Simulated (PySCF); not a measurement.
ClH₂NS₂W, multiplicity 1. Atoms are numbered in the order given.

```xyz
7

W      0.0412    -0.1173     0.0000
S      0.9655     0.6874    -1.7649
S      0.9655     0.6874     1.7649
Cl    -2.2037     0.3519     0.0000
N      0.3543    -2.0215     0.0000
H      0.5210    -2.5741     0.8484
H      0.5210    -2.5741    -0.8484
```
Charge 0, spin multiplicity 1.

Geometry optimised at PBE-D3(BJ)/def2-SVP. The spin state was assumed, not searched. The structure was generated by enumeration; whether it is a known compound was not checked. The def2 effective core potentials stand for the cores of W; spin–orbit coupling is left out. Other conformers were not sampled.

Calculation: PBE/def2-TZVP run with PySCF.

Gas-phase values at a fixed geometry.

Computed frontier levels, gap, dipole moment and polarisability:
- highest occupied level: -6.25 eV
- lowest empty level: -3.66 eV
- orbital gap: 2.59 eV
- dipole moment: 3.62 D
- quadrupole, principal values (traceless, Buckingham form, about the centre of nuclear charge): -7.72, -3.69, 11.41 D·Å
- mean static polarisability: 104.0 bohr³ (15.41 Å³)
- polarisability, principal values: 89.9, 101.6, 120.5 bohr³
